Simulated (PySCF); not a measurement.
Problem. What does the PBE0-D3(BJ)/def2-SVP structure of `C#CC[P@H](C)=[Se]` look like in three dimensions?

Solution. 
```xyz
13
C4H7PSe angstrom
C      2.4070    0.6410    0.8939
C      1.7012    0.1161    0.0605
C      0.7998   -0.4669   -0.9111
P     -0.9309    0.1821   -0.7675
C     -1.4024   -0.1516    0.9561
Se    -2.2390   -0.5212   -2.2353
H      3.0494    1.0970    1.6247
H      1.1164   -0.2602   -1.9461
H      0.7266   -1.5626   -0.8098
H     -0.6838    1.5839   -0.7570
H     -1.5309   -1.2374    1.0706
H     -0.6350    0.2208    1.6504
H     -2.3666    0.3371    1.1519
```

Any rigid rotation of these coordinates is as good. Atoms count from 1 in this order. Of the pairs four or more bonds apart, C2···H12 is among the closest relative to their van der Waals radii: 2.83 Å, 98 % of the sum of Bondi's values. P4 (phosphorus bonded to 2 C, Se and H) is distorted tetrahedral (angles from 100.6° to 116.5°). The 2 C–C bonds span 1.212 Å (C1≡C2, drawn triple) to 1.448 Å (C2–C3, drawn single), a spread of 0.236 Å. The C–P distances run from 1.818 Å (P4–C5, drawn single) to 1.854 Å (C3–P4, drawn single), a spread of 0.036 Å.

Bonds between heavy atoms (Å): C1≡C2 1.212, C2–C3 1.448, C3–P4 1.854, P4–C5 1.818, P4=Se6 2.088.

Method used: PBE0-D3(BJ)/def2-SVP geometry optimisation, gas phase (PySCF 2.14.0).

Point group: C1 (no symmetry element, even within 0.4 Å). Stationary, but not proved a minimum. The numbers are those of one conformer (C2–C3–P4–C5 -56°).

On one thread of an Arm Neoverse V1, no GPU, shared host with 32 logical CPUs at a one-minute load of 25, this took 92 s and 0.55 GiB of memory at its peak. That covers the optimisation of the geometry.
